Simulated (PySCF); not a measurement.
SiH3F, SMILES F[SiH3]. Atoms are numbered in the order given.

```xyz
5

Si     0.0000     0.0000    -0.5002
F      0.0000     0.0000     1.1004
H     -1.2168    -0.7025    -0.9669
H      0.0000     1.4050    -0.9669
H      1.2168    -0.7025    -0.9669
```

Coordinates come from a r2SCAN-D4/def2-TZVP optimisation.

Vertical ionisation energy (IE) and electron affinity (EA) in eV. Rows of orbital energies are one-electron estimates. Where ΔSCF, EOM or ADC give a negative EA the extra electron is unbound and the value depends on the basis.

```tsv
level	IE	EA
−ε(HOMO), −ε(LUMO), CAM-B3LYP/def2-TZVPD (PySCF)	11.26	-0.52
−ε(HOMO), −ε(LUMO), PBE0/def2-TZVPD (PySCF)	9.80	0.33
ADC(2)/aug-cc-pVDZ (PySCF)	12.42	-0.90
```

Beyond the first one, list the lowest photoelectron lines from ADC(2)/aug-cc-pVDZ run with PySCF with their pole strengths (two spins summed). (An estimate is asked for; the answer gives what the named calculation found.)

14.85 eV (1.78), 14.85 eV (1.78), 15.17 eV (1.78), 19.10 eV (1.81).
